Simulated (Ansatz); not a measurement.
## Nudged elastic band run: ClF₂H₃Si

Input file:

```yaml
crystal:
  periodic: [false, false, false]
  atoms:
    - { symbol: Si, position_ang: [0.433936, -1.0e-06, -0.21331] }
    - { symbol: H, position_ang: [0.415811, 2.0e-06, 1.266424] }
    - { symbol: H, position_ang: [1.797369, 1.0e-05, -0.79293] }
    - { symbol: F, position_ang: [-0.338592, 1.305663, -0.754397] }
    - { symbol: F, position_ang: [-0.338568, -1.305684, -0.754389] }
    - { symbol: Cl, position_ang: [-2.892428, 4.7e-05, 1.470058] }
    - { symbol: H, position_ang: [-2.458629, -3.7e-05, 2.681143] }
basis:
  gaussian: { orbitals: def2-SVP }
hamiltonian:
  xc: pbe0
neb:
  order_check: false
  images: 5
  f_tol: 0.5
  max_iterations: 60
  final_atoms:
    - { symbol: Si, position_ang: [-0.41180466, 7.63e-06, -0.70081592] }
    - { symbol: H, position_ang: [-0.14331347, -2.523e-05, 3.47772155] }
    - { symbol: H, position_ang: [0.70765284, 6.75e-06, 0.25146965] }
    - { symbol: F, position_ang: [-0.3301324, 1.29287418, -1.6458067] }
    - { symbol: F, position_ang: [-0.33014522, -1.29286782, -1.64579418] }
    - { symbol: Cl, position_ang: [-2.21190856, 2.154e-05, 0.24566673] }
    - { symbol: H, position_ang: [-0.66144953, -1.705e-05, 2.92015787] }
  initial_path:
    images:
      - { positions_ang: [[0.433936, -1.0e-06, -0.21331], [0.415811, 2.0e-06, 1.266424], [1.797369, 1.0e-05, -0.79293], [-0.338592, 1.305663, -0.754397], [-0.338568, -1.305684, -0.754389], [-2.892428, 4.7e-05, 1.470058], [-2.458629, -3.7e-05, 2.681143]] }
      - { positions_ang: [[0.29412035, -6.7e-07, -0.13637331], [0.26050738, 2.5e-07, 1.4530651], [1.66749999, 6.25e-06, -0.6683733], [-0.46407371, 1.30290937, -0.6823928], [-0.46405898, -1.30292196, -0.68238907], [-2.70074657, 3.206e-05, 1.21367989], [-1.97434945, -2.53e-05, 2.4053825]] }
      - { positions_ang: [[0.1543047, -3.3e-07, -0.05943662], [0.10520376, -1.5e-06, 1.63970619], [1.53763098, 2.51e-06, -0.54381659], [-0.58955542, 1.30015574, -0.6103886], [-0.58954997, -1.30015993, -0.61038914], [-2.50906515, 1.711e-05, 0.95730178], [-1.49006991, -1.36e-05, 2.12962199]] }
      - { positions_ang: [[0.01448905, 0.0, 0.01750006], [-0.05009986, -3.26e-06, 1.82634729], [1.40776197, -1.24e-06, -0.41925989], [-0.71503714, 1.29740211, -0.5383844], [-0.71504095, -1.29739789, -0.53838922], [-2.31738372, 2.17e-06, 0.70092367], [-1.00579036, -1.9e-06, 1.85386149]] }
      - { positions_ang: [[-0.12760885, 2.55e-06, -0.2219386], [-0.08117106, -1.058e-05, 2.37680537], [1.17439226, 1.43e-06, -0.19568338], [-0.58673556, 1.2958928, -0.90752517], [-0.58674238, -1.29588787, -0.9075242], [-2.28222533, 8.63e-06, 0.54917135], [-0.89101008, -6.95e-06, 2.20929362]] }
      - { positions_ang: [[-0.26970676, 5.09e-06, -0.46137726], [-0.11224227, -1.791e-05, 2.92726346], [0.94102255, 4.09e-06, 0.02789314], [-0.45843398, 1.29438349, -1.27666593], [-0.4584438, -1.29437784, -1.27665919], [-2.24706694, 1.508e-05, 0.39741904], [-0.7762298, -1.2e-05, 2.56472575]] }
      - { positions_ang: [[-0.41180466, 7.63e-06, -0.70081592], [-0.14331347, -2.523e-05, 3.47772155], [0.70765284, 6.75e-06, 0.25146965], [-0.3301324, 1.29287418, -1.6458067], [-0.33014522, -1.29286782, -1.64579418], [-2.21190856, 2.154e-05, 0.24566673], [-0.66144953, -1.705e-05, 2.92015787]] }
```

Launched with:

```bash
$ ansatz run input.yaml --threads 1 --pin off --max-ram 2048MiB --backend cpu --events-out ev --progress --plain --runs-dir out
```

Output, in part (warnings, iteration lines, the closing report on the highest movable image, with atoms numbered from 0):

```
NEB end point (image 0): max|allowed force component| = 2.258e-2 eV/Å (the criterion of neb.relax_end_points is 1.000e-1)
NEB end point (image 6): max|allowed force component| = 8.071e-3 eV/Å (the criterion of neb.relax_end_points is 1.000e-1)
NEB iter   1: max|band force component| = 7.409e0 eV/Å  barrier→ = 3.1742 eV  barrier← = 3.9678 eV  Δτ_max = 0.2000 Å  (158 SCF iters)
NEB iter   2: max|band force component| = 3.290e0 eV/Å  barrier→ = 1.9137 eV  barrier← = 2.7073 eV  Δτ_max = 0.2000 Å  (133 SCF iters)
NEB iter   3: max|band force component| = 1.192e0 eV/Å  barrier→ = 1.6281 eV  barrier← = 2.4217 eV  Δτ_max = 0.1464 Å  (133 SCF iters)
NEB iter   4: max|band force component| = 1.187e0 eV/Å  barrier→ = 1.4763 eV  barrier← = 2.2698 eV  Δτ_max = 0.0575 Å  (125 SCF iters)
NEB iter   5: max|band force component| = 1.039e0 eV/Å  barrier→ = 1.3525 eV  barrier← = 2.1460 eV  CI = image 3  Δτ_max = 0.0730 Å  (125 SCF iters)
NEB iter   6: max|band force component| = 6.398e-1 eV/Å  barrier→ = 1.5125 eV  barrier← = 2.3060 eV  CI = image 3  Δτ_max = 0.1093 Å  (118 SCF iters)
NEB iter   7: max|band force component| = 1.023e0 eV/Å  barrier→ = 1.5597 eV  barrier← = 2.3533 eV  CI = image 3  Δτ_max = 0.0408 Å  (128 SCF iters)
NEB iter   8: max|band force component| = 1.971e-1 eV/Å  barrier→ = 1.5579 eV  barrier← = 2.3515 eV  CI = image 3  Δτ_max = 0.0000 Å  (235 SCF iters)
Total energy: -25860.87003532 eV, -950.3694446706 hartree
Atom 0 at    -0.201450    -0.000001     0.019761 Å, force    -0.073984     0.000146    -0.198080 eV/Å
Atom 1 at     0.044886    -0.000004     1.677834 Å, force    -0.067562    -0.000003     0.046927 eV/Å
Atom 2 at     1.278204    -0.000000    -0.070130 Å, force     0.020677    -0.000008     0.007639 eV/Å
Atom 3 at    -0.591112     1.363898    -0.732228 Å, force     0.028287     0.062897     0.093242 eV/Å
Atom 4 at    -0.591116    -1.363892    -0.732231 Å, force     0.028256    -0.063031     0.093174 eV/Å
Atom 5 at    -2.386611     0.000003     1.019973 Å, force     0.047358    -0.000001     0.042566 eV/Å
Atom 6 at    -0.933903    -0.000002     1.719622 Å, force     0.016968    -0.000001    -0.085467 eV/Å
Dipole moment:     0.399265    -0.000006     0.352537 e Å
```

The run converged. The threshold of 0.5 eV/Å is loose, so the images may lie well off the minimum-energy path. Neighbouring images differ by up to 1.5 eV, so the band resolves the path poorly. The order of the point at the top wasn't checked. The orbitals stay closed-shell, which can raise the energy where a bond breaks towards radicals; this wasn't checked here.

Final band (atoms are numbered from 1 in the order of the input):

```
image  path coordinate (Å)  energy (kJ/mol)  Si1–H2 (Å)  Cl6–H7 (Å)  Si1–Cl6 (Å)
    0                 0.00              0.0        1.48        1.29         3.73
    1                 0.84              3.1        1.48        1.29         3.59
    2                 1.68             31.2        1.50        1.30         3.06
    3                 2.52            150.3        1.68        1.61         2.40
    4                 3.51              6.8        2.37        2.17         2.09
    5                 4.50            -68.4        3.22        2.63         2.04
    6                 5.49            -76.6        4.19        3.09         2.03
```

Time of the run: 2.1 min on 1 thread of Arm Neoverse V1 (shared host), peak memory 0.16 GiB.
